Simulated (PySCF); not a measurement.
I4Ti, charge -1, doublet, at a GFN2-xTB geometry of the parent state (such geometries of metal compounds can be far from the true shape) (a state made from the parent by changing its charge; the spin is typed, not shown lowest) (all electrons, no relativity) (in this run its highest filled SCF level lies above zero, so its values depend strongly on the basis, on diffuse functions most of all); PBE0/STO-3G (PySCF).

PySCF was given this input:
```python
from pyscf import gto, scf, dft

mol = gto.Mole()
mol.atom = '''
    Ti   -0.000000    0.000000   -0.000000
    I     2.095241   -0.595467   -1.496032
    I     0.787832    0.442030    2.483275
    I    -1.173643    2.168196   -0.950901
    I    -1.709430   -2.014759   -0.036342
'''
mol.basis = 'sto-3g'
mol.charge = -1
mol.spin = 1
mol.verbose = 4
mol.build()

mf = dft.UKS(mol)
mf.xc = 'pbe0'
mf.kernel()
mf.analyze()
```

Output, abridged:

```
PySCF version 2.14.0

[INPUT] verbose = 4
[INPUT] num. atoms = 5
[INPUT] num. electrons = 235
[INPUT] charge = -1
[INPUT] spin (= nelec alpha-beta = 2S) = 1
[INPUT] symmetry False subgroup None
[INPUT] Mole.unit = angstrom
[INPUT] Symbol           X                Y                Z      unit          X                Y                Z       unit  Magmom
[...]
nuclear repulsion = 3000.84264088274
number of shells = 52
number of NR pGTOs = 378
number of NR cGTOs = 126
basis = sto-3g
ecp = {}

******** <class 'pyscf.dft.uks.UKS'> ********
method = UKS
initial guess = minao
damping factor = 0
level_shift factor = 0
DIIS = <class 'pyscf.scf.diis.CDIIS'>
diis_start_cycle = 1
diis_space = 8
diis_damp = 0
SCF conv_tol = 1e-09
SCF conv_tol_grad = None
SCF max_cycles = 50
direct_scf = True
direct_scf_tol = 1e-13
number electrons alpha = 118  beta = 117
XC library pyscf.dft.libxc version 7.1.2
    S. Lehtola, C. Steigemann, M. J. T. Oliveira, and M. A. L. Marques,  SoftwareX 7, 1–5 (2018)
XC functionals = pbe0
    C. Adamo and V. Barone,  J. Chem. Phys. 110, 6158 (1999)
    M. Ernzerhof and G. E. Scuseria,  J. Chem. Phys. 110, 5029 (1999)
radial grids:
    Treutler-Ahlrichs [JCP 102, 346 (1995); DOI:10.1063/1.469408] (M4) radial grids

becke partition: Becke, JCP 88, 2547 (1988); DOI:10.1063/1.454033
pruning grids: <function nwchem_prune>
grids dens level: 3
symmetrized grids: False
atomic radii adjust function: <function treutler_atomic_radii_adjust>
small_rho_cutoff = 0
Set gradient conv threshold to 3.16228e-05
tot grids = 108736
init E= -28163.3682842564

cycle= 1 E= -28251.0411759834  delta_E= -87.7  |g|= 0.167  |ddm|=  2.4
cycle= 2 E= -28251.0546501267  delta_E= -0.0135  |g|= 0.0756  |ddm|= 0.412
cycle= 3 E= -28251.0547890581  delta_E= -0.000139  |g|= 0.0752  |ddm|= 0.271
cycle= 4 E= -28251.0597963783  delta_E= -0.00501  |g|= 0.00197  |ddm|= 0.14
cycle= 5 E= -28251.0598226566  delta_E= -2.63e-05  |g|= 0.00112  |ddm|= 0.0179
cycle= 6 E= -28251.0598453749  delta_E= -2.27e-05  |g|= 0.00107  |ddm|= 0.0188
cycle= 7 E= -28251.0598583203  delta_E= -1.29e-05  |g|= 0.00107  |ddm|= 0.0108
cycle= 8 E= -28251.0595412073  delta_E= 0.000317  |g|= 0.00324  |ddm|= 0.354
cycle= 9 E= -28251.0595265444  delta_E= 1.47e-05  |g|= 0.00406  |ddm|= 0.048
cycle= 10 E= -28251.0595307904  delta_E= -4.25e-06  |g|= 0.00382  |ddm|= 0.0208
cycle= 11 E= -28251.059587855  delta_E= -5.71e-05  |g|= 0.00152  |ddm|= 0.112
cycle= 12 E= -28251.0595717393  delta_E= 1.61e-05  |g|= 0.00549  |ddm|= 0.305
cycle= 13 E= -28251.0595881388  delta_E= -1.64e-05  |g|= 0.00443  |ddm|= 0.00465
cycle= 14 E= -28251.0595507024  delta_E= 3.74e-05  |g|= 0.000286  |ddm|= 0.152
cycle= 15 E= -28251.0595497499  delta_E= 9.52e-07  |g|= 0.000259  |ddm|= 0.0258
cycle= 16 E= -28251.0595497998  delta_E= -4.99e-08  |g|= 2.62e-05  |ddm|= 0.00593
cycle= 17 E= -28251.0595497968  delta_E= 3.04e-09  |g|= 4.97e-06  |ddm|= 0.00127
cycle= 18 E= -28251.0595497969  delta_E= -9.82e-11  |g|= 2.98e-06  |ddm|= 6.83e-05
Extra cycle  E= -28251.0595497969  delta_E= -1.82e-11  |g|= 1.24e-06  |ddm|= 1.47e-05
converged SCF energy = -28251.0595497969  <S^2> = 0.75440604  2S+1 = 2.0044012
**** SCF Summaries ****
Total Energy =                      -28251.059549796897045
Nuclear Repulsion Energy =            3000.842640882737669
One-electron Energy =               -44956.312783716581180
Two-electron Energy =                13704.410593036946011
Two-electron Coulomb Energy =        14451.347456186162162
DFT Exchange-Correlation Energy =     -746.936863149216833
**** MO energy ****
                             alpha | beta                alpha | beta
[...]
To work with the spin densities directly, `use mulliken_meta_spin()` only printing them here.

 ** Mulliken spin pop alpha/beta on meta-lowdin orthogonal AOs **
 ** Mulliken Spin Density (per AO)  **
spin_pop of  0 Ti 1s        0.00000
spin_pop of  0 Ti 2s       -0.00000
spin_pop of  0 Ti 3s        0.00017
spin_pop of  0 Ti 4s        0.02518
spin_pop of  0 Ti 2px      -0.00000
spin_pop of  0 Ti 2py      -0.00000
spin_pop of  0 Ti 2pz      -0.00000
spin_pop of  0 Ti 3px       0.00009
spin_pop of  0 Ti 3py       0.00010
spin_pop of  0 Ti 3pz       0.00014
spin_pop of  0 Ti 4px       0.00572
spin_pop of  0 Ti 4py       0.00652
spin_pop of  0 Ti 4pz       0.00826
spin_pop of  0 Ti 3dxy      0.08521
spin_pop of  0 Ti 3dyz      0.48944
spin_pop of  0 Ti 3dz^2     0.21376
spin_pop of  0 Ti 3dxz      0.17807
spin_pop of  0 Ti 3dx2-y2    0.03717
spin_pop of  1 I 1s       -0.00000
spin_pop of  1 I 2s       -0.00000
spin_pop of  1 I 3s       -0.00000
spin_pop of  1 I 4s       -0.00000
spin_pop of  1 I 5s       -0.00056
spin_pop of  1 I 2px      -0.00000
spin_pop of  1 I 2py      -0.00000
spin_pop of  1 I 2pz      -0.00000
spin_pop of  1 I 3px      -0.00000
spin_pop of  1 I 3py       0.00000
spin_pop of  1 I 3pz       0.00000
spin_pop of  1 I 4px      -0.00001
spin_pop of  1 I 4py       0.00000
spin_pop of  1 I 4pz      -0.00000
spin_pop of  1 I 5px      -0.01228
spin_pop of  1 I 5py       0.00269
spin_pop of  1 I 5pz      -0.00232
spin_pop of  1 I 3dxy      0.00000
spin_pop of  1 I 3dyz      0.00000
spin_pop of  1 I 3dz^2     0.00000
spin_pop of  1 I 3dxz      0.00000
spin_pop of  1 I 3dx2-y2    0.00000
spin_pop of  1 I 4dxy      0.00001
spin_pop of  1 I 4dyz      0.00000
spin_pop of  1 I 4dz^2     0.00001
spin_pop of  1 I 4dxz     -0.00000
spin_pop of  1 I 4dx2-y2   -0.00000
spin_pop of  2 I 1s       -0.00000
spin_pop of  2 I 2s       -0.00000
spin_pop of  2 I 3s       -0.00000
spin_pop of  2 I 4s       -0.00000
spin_pop of  2 I 5s       -0.00056
spin_pop of  2 I 2px      -0.00000
spin_pop of  2 I 2py      -0.00000
spin_pop of  2 I 2pz      -0.00000
spin_pop of  2 I 3px      -0.00000
spin_pop of  2 I 3py       0.00000
spin_pop of  2 I 3pz      -0.00000
spin_pop of  2 I 4px      -0.00000
spin_pop of  2 I 4py       0.00000
spin_pop of  2 I 4pz      -0.00001
spin_pop of  2 I 5px      -0.00281
spin_pop of  2 I 5py       0.00195
spin_pop of  2 I 5pz      -0.01105
spin_pop of  2 I 3dxy      0.00000
spin_pop of  2 I 3dyz      0.00000
spin_pop of  2 I 3dz^2     0.00000
spin_pop of  2 I 3dxz      0.00000
spin_pop of  2 I 3dx2-y2    0.00000
spin_pop of  2 I 4dxy      0.00000
spin_pop of  2 I 4dyz      0.00001
spin_pop of  2 I 4dz^2     0.00000
spin_pop of  2 I 4dxz      0.00000
spin_pop of  2 I 4dx2-y2   -0.00000
spin_pop of  3 I 1s       -0.00000
spin_pop of  3 I 2s       -0.00000
spin_pop of  3 I 3s       -0.00000
spin_pop of  3 I 4s       -0.00000
spin_pop of  3 I 5s       -0.00056
spin_pop of  3 I 2px      -0.00000
spin_pop of  3 I 2py      -0.00000
spin_pop of  3 I 2pz      -0.00000
spin_pop of  3 I 3px       0.00000
spin_pop of  3 I 3py      -0.00000
spin_pop of  3 I 3pz       0.00000
spin_pop of  3 I 4px      -0.00000
spin_pop of  3 I 4py      -0.00001
spin_pop of  3 I 4pz       0.00000
spin_pop of  3 I 5px      -0.00183
spin_pop of  3 I 5py      -0.01238
spin_pop of  3 I 5pz       0.00231
spin_pop of  3 I 3dxy      0.00000
spin_pop of  3 I 3dyz      0.00000
spin_pop of  3 I 3dz^2     0.00000
spin_pop of  3 I 3dxz      0.00000
spin_pop of  3 I 3dx2-y2    0.00000
spin_pop of  3 I 4dxy      0.00000
spin_pop of  3 I 4dyz      0.00001
spin_pop of  3 I 4dz^2     0.00000
spin_pop of  3 I 4dxz     -0.00000
spin_pop of  3 I 4dx2-y2    0.00000
spin_pop of  4 I 1s       -0.00000
spin_pop of  4 I 2s       -0.00000
spin_pop of  4 I 3s       -0.00000
spin_pop of  4 I 4s       -0.00000
spin_pop of  4 I 5s       -0.00056
spin_pop of  4 I 2px      -0.00000
spin_pop of  4 I 2py      -0.00000
spin_pop of  4 I 2pz       0.00000
spin_pop of  4 I 3px      -0.00000
spin_pop of  4 I 3py      -0.00000
spin_pop of  4 I 3pz       0.00000
spin_pop of  4 I 4px      -0.00001
spin_pop of  4 I 4py      -0.00001
spin_pop of  4 I 4pz       0.00000
spin_pop of  4 I 5px      -0.01079
spin_pop of  4 I 5py      -0.01145
spin_pop of  4 I 5pz       0.01032
spin_pop of  4 I 3dxy      0.00000
spin_pop of  4 I 3dyz      0.00000
spin_pop of  4 I 3dz^2     0.00000
spin_pop of  4 I 3dxz      0.00000
spin_pop of  4 I 3dx2-y2    0.00000
spin_pop of  4 I 4dxy     -0.00001
spin_pop of  4 I 4dyz      0.00002
spin_pop of  4 I 4dz^2    -0.00000
spin_pop of  4 I 4dxz      0.00001
spin_pop of  4 I 4dx2-y2   -0.00000
 ** Mulliken Spin Density (per atom)  **
spin density of  0 Ti =      1.04983
spin density of  1 I =     -0.01246
spin density of  2 I =     -0.01246
spin density of  3 I =     -0.01245
spin density of  4 I =     -0.01246
 ** Mulliken pop alpha/beta on meta-lowdin orthogonal AOs **
 ** Mulliken pop       alpha | beta **
In total           118.00000 | 117.00000
 ** Mulliken atomic charges   ( Nelec_alpha | Nelec_beta ) **
charge of  0Ti =      0.77383  (    11.13800     10.08817 )
charge of  1I =     -0.44346  (    26.71550     26.72796 )
charge of  2I =     -0.44346  (    26.71550     26.72796 )
charge of  3I =     -0.44345  (    26.71550     26.72795 )
charge of  4I =     -0.44346  (    26.71550     26.72796 )

WARN: System has nonzero charge -1; the dipole moment is origin-dependent.
Location of origin: [0. 0. 0.]

Dipole moment(X, Y, Z, Debye): -0.00000, -0.00000, -0.00003
```
